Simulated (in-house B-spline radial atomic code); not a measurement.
Ionising Ar⁷⁺ with different functionals

Computed with a B-spline radial code for spherical atoms: scalar-relativistic (spin-free X2C) Hamiltonian, Fermi nucleus of rms radius 3.4274 fm, spin-polarised at highest spin, spherical fractional occupations for the functionals, and exact exchange of hybrids averaged over the configuration. The ionisation energy is the difference of two self-consistent energies, [Ne] 3s1 → [He] 2s2 2p6, without Breit or QED terms; ε is the level of the shell that loses the electron (its least bound occupied spin orbital).

```
   method                    rung  ΔSCF (eV)  -ε(3s) (eV)
     PBE0           global hybrid     144.13       137.78
    B3LYP           global hybrid     144.73       137.71
    TPSSh           global hybrid     143.79       136.61
BHandHLYP           global hybrid     144.41       139.83
  r2SCAN0           global hybrid     143.38       138.06
    B97-1           global hybrid     143.67       137.19
    HSE06  range-separated hybrid     144.18       137.44
    wB97X  range-separated hybrid     142.31       140.23
CAM-B3LYP  range-separated hybrid     144.72       139.63
  LC-wPBE  range-separated hybrid     144.39       141.15
```

Among the functionals, which spreads more, the ΔSCF values or the orbital energies?

The orbital energies: ΔSCF values span about 2.42 eV and the orbital energies 4.54 eV.

How do they compare with the NIST value?

NIST lists 143.457 eV ± 0.0012 (semi-empirical, ground level to ground level). Errors run from -1.15 to +1.27 eV; r2SCAN0 is closest (-0.08 eV), but part of that can be cancellation, since the calculations leave out Breit-QED terms.
